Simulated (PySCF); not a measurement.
**Field gradients at the hydrogen positions**

Compound: C₆H₉NOSi.
Structure used (GFN2-xTB), in Å, numbered top down from 1:
```xyz
18
C6H9NOSi angstrom
C     -1.0042    1.7154    2.6266
C     -0.7583    1.0316    1.6755
C     -0.4921    0.2535    0.4774
C      0.2678    1.0917   -0.5201
C      1.4173    0.7318   -1.0719
Si     2.3631   -0.8743   -0.7496
N     -1.7476   -0.2168   -0.1013
C     -1.9286   -1.4951   -0.4706
O     -1.1181   -2.3797   -0.3552
H     -1.1993    2.2932    3.4804
H      0.0809   -0.6446    0.7332
H     -0.2161    2.0310   -0.7695
H      1.8557    1.4195   -1.7857
H      2.7786   -0.9000    0.6577
H      1.5424   -2.0313   -1.0846
H      3.5558   -0.8294   -1.6010
H     -2.4703    0.4687   -0.2529
H     -2.9356   -1.6588   -0.9001
```

Level: PBE0/pcSseg-1 (PySCF, non-relativistic); Q(2H) = 0.00286 b; rigid geometry, the same for H and D, with no vibrational averaging.

**Question.** Rank these positions by the coupling χzz of a deuteron there, largest first.
A. H12 (vinylic hydrogen)
B. H17 (amide N–H hydrogen)
C. H10 (alkyne hydrogen)
D. H11 (methine hydrogen)
E. H16 (Si–H hydrogen)
F. H13 (vinylic hydrogen)

**Answer.** B (273 kHz), C (266 kHz), F (218 kHz), A (212 kHz), D (188 kHz), E (108 kHz).

**Question.** Tabulate Vzz, the asymmetry η and χzz = 234.96 MHz × Q × Vzz for every hydrogen position.

**Answer.** 
```json
{"atom": "H10", "bonded to": "C1", "bond length (Å)": "1.049", "Vzz (au)": "0.3952", "η": "0.01", "χzz (kHz)": "266"}
{"atom": "H11", "bonded to": "C3", "bond length (Å)": "1.096", "Vzz (au)": "0.2796", "η": "0.03", "χzz (kHz)": "188"}
{"atom": "H12", "bonded to": "C4", "bond length (Å)": "1.086", "Vzz (au)": "0.3151", "η": "0.07", "χzz (kHz)": "212"}
{"atom": "H13", "bonded to": "C5", "bond length (Å)": "1.084", "Vzz (au)": "0.3249", "η": "0.04", "χzz (kHz)": "218"}
{"atom": "H14", "bonded to": "Si6", "bond length (Å)": "1.468", "Vzz (au)": "0.1601", "η": "0.02", "χzz (kHz)": "108"}
{"atom": "H15", "bonded to": "Si6", "bond length (Å)": "1.458", "Vzz (au)": "0.1629", "η": "0.01", "χzz (kHz)": "109"}
{"atom": "H16", "bonded to": "Si6", "bond length (Å)": "1.466", "Vzz (au)": "0.1607", "η": "0.02", "χzz (kHz)": "108"}
{"atom": "H17", "bonded to": "N7", "bond length (Å)": "1.008", "Vzz (au)": "0.4069", "η": "0.20", "χzz (kHz)": "273"}
{"atom": "H18", "bonded to": "C8", "bond length (Å)": "1.107", "Vzz (au)": "0.2711", "η": "0.06", "χzz (kHz)": "182"}
```

**Question.** Average by the element that carries the hydrogen.

**Answer.** on C: 213 kHz over 5 positions, mean bond length 1.084 Å; on Si: 108 kHz over 3 positions, mean bond length 1.464 Å; on N: 273 kHz over 1 position, mean bond length 1.008 Å.

**Question.** How does χzz go with the bond length over the 5 C–H bonds?

**Answer.** A straight-line fit has a slope of -15.1 kHz for each 0.01 Å, with a correlation coefficient of -0.99, over lengths from 1.049 to 1.107 Å. The longer bonds have the smaller couplings here.

One conformer (not necessarily the lowest) at the GFN2-xTB geometry, without solvent, vibrations or thermal averaging. GFN2-xTB bond lengths can be off by several hundredths of an ångström, more for odd bonds, and the gradients follow them. A larger basis could move these couplings by a tenth or more.

These values come from a run that also computed NMR shieldings. Time: 91 s of wall time (grids of density and orbitals included); peak memory 0.91 GiB. Hardware: an Arm Neoverse N1 with one thread, no GPU, shared host with 64 logical CPUs at a one-minute load of 63.
